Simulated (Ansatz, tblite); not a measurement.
Isomers of Li7Sn2 (doublet), found by a short tight-binding search and relaxed with B3LYP-D4/def2-SVP in Ansatz.

In the def2 sets Sn takes a core potential; there is no spin–orbit coupling. The xTB rows come from tblite.

Run but left out: HF/def2-SVP, PBE-QIDH/def2-TZVP, MP2/def2-SVP, CCSD/def2-SVP, CCSD(T)/def2-SVP (A: ⟨S²⟩ 0.90 to 1.36, where a pure state has 0.75).

Other spin states were run for one of them alone.

A:

```csv
atom,x (Å),y (Å),z (Å)
Li1,-2.4295,-1.6231,-0.1410
Li2,2.3615,-0.3676,-1.6878
Li3,-0.5576,0.3230,-1.4426
Li4,-0.5078,2.9720,0.8332
Li5,0.6716,0.9712,2.8602
Li6,-0.0900,-2.5547,-2.3699
Li7,0.5006,-1.4199,0.4060
Sn8,-1.4208,0.4707,1.2411
Sn9,1.4720,1.2284,0.3007
```

B:

Cartesian coordinates in Å:
```
Li -0.514 0.070 -3.213
Li -1.249 2.392 -1.218
Li 1.315 0.790 -0.684
Li 2.568 0.925 2.090
Li 0.510 -2.318 -0.865
Li -0.558 1.181 1.619
Li -1.644 -1.743 1.554
Sn -1.388 -0.239 -0.742
Sn 0.959 -1.058 1.459
```

Estimate which lies lowest at each level, and how far above it the others are (kcal/mol).


| level | A | B |
| --- | --- | --- |
| GFN1-xTB | 0.0 | 0.8 |
| GFN2-xTB | 1.0 | 0.0 |
| PBE-D4/def2-TZVP | 0.0 | 1.0 |
| r2SCAN-D4/def2-TZVP | 0.5 | 0.0 |
| PBE0-D4/def2-TZVP | 0.0 | 1.1 |
| ωB97M-V/def2-TZVP | 0.0 | 0.7 |
Point groups (tolerance 0.1 Å): A not assigned, B not assigned. Lower isomers may exist.
